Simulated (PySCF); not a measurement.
Structure with atom numbers: `[F:1][CH2:2][C:3]#[C:4][SiH2:5][C:6]#[C:7][SiH3:8]`. Each H is labelled by its parent atom.

One conformer, non-relativistic, in vacuum, averaged over atoms made equivalent by symmetry, fast rotation or ring inversion. σ from GIAO-PBE0/pcSseg-1; GFN2-xTB geometry; PySCF.

List the cross peaks expected in HSQC, COSY and HMBC spectra.

Answers



HSQC (one-bond C–H):
```
          δH         δC
5.39 (H(C2))  74.0 (C2)
```

HMBC (two and three bonds, from the bond graph):
```
           δH                                             δC
 5.39 (H(C2))                          109.8 (C3), 92.9 (C4)
4.81 (H(Si5))  114.5 (C6), 113.8 (C7), 109.8 (C3), 92.9 (C4)
4.25 (H(Si8))                         114.5 (C6), 113.8 (C7)
```

No COSY cross peaks are expected.

Scale: TMS for ¹H (σ = 31.72 ppm) and ¹³C (σ = 186.93 ppm) (reference shieldings calculated alike).

Shifts are as computed. Against solution values, carbons near 30 ppm lie about +3 ppm off and those near 130 ppm about +5 ppm. Of 1309 compounds with measured shifts, 239 miss one by over three times the rms of a fit or turn the order of signals round; such compounds aren't used in these exercises.
